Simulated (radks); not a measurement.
All-electron atom: Cu+ in [Ar] 3d7 4s1.5 4p1.5 (fractional occupations, a model configuration).

All-electron calculation, non-relativistic Kohn-Sham, LDA (Slater exchange, Perdew-Wang correlation), spin-polarised, spherical densities, point nucleus; open shells are filled with parallel spins first. Program: a radial shooting solver on a logarithmic mesh with Libxc functionals.

Energy parts (hartree):
total: -1636.29353
kinetic: 1634.58162
electron-nucleus: -3888.81497
Hartree: 681.14327
exchange-correlation: -63.20346

Orbitals (lengths in bohr, moments of r in powers of bohr; <r^-3> diverges for s and p1/2):
1s up: occ. 1; eigenvalue (hartree) -322.0147; <r> 0.05299
1s down: occ. 1; eigenvalue (hartree) -322.0096; <r> 0.05299
2s up: occ. 1; eigenvalue (hartree) -39.48808; <r> 0.2393
2s down: occ. 1; eigenvalue (hartree) -39.40331; <r> 0.2390
2p up: occ. 3; eigenvalue (hartree) -34.81016; <r> 0.2082; <r^-3> 671.5
2p down: occ. 3; eigenvalue (hartree) -34.74453; <r> 0.2079; <r^-3> 673.1
3s up: occ. 1; eigenvalue (hartree) -5.31090; <r> 0.7103
3s down: occ. 1; eigenvalue (hartree) -5.16749; <r> 0.7124
3p up: occ. 3; eigenvalue (hartree) -3.84558; <r> 0.7319; <r^-3> 90.33
3p down: occ. 3; eigenvalue (hartree) -3.70377; <r> 0.7350; <r^-3> 89.24
3d up: occ. 5; eigenvalue (hartree) -1.36151; <r> 0.8203; <r^-3> 9.755
3d down: occ. 2; eigenvalue (hartree) -1.22101; <r> 0.8324; <r^-3> 9.563
4s up: occ. 1; eigenvalue (hartree) -0.71333; <r> 2.184
4s down: occ. 0.5; eigenvalue (hartree) -0.62959; <r> 2.240
4p up: occ. 1.5; eigenvalue (hartree) -0.44236; <r> 2.624; <r^-3> 6.737
4p down: occ. 0; eigenvalue (hartree) -0.37166; <r> 2.768; <r^-3> 5.974

The highest occupied level is 4p up at -12.037 eV. The electron density at the nucleus is 1.659e+04 e/bohr^3. Summed over all electrons, <r^2> = 31.63 bohr^2, which gives a Langevin (diamagnetic) susceptibility term of -25.1 x 10^-6 cm^3/mol. Spin moment in Bohr magnetons: 5. The density falls to 0.001 e/bohr^3 at r = 4.14 bohr. Virial ratio -V/T = 2.00105. The spin density at the nucleus is 4.974 e/bohr^3 (1s -0.109, 2s -1.679, 3s 1.022, 4s 5.740), a Fermi contact field of 261 T.
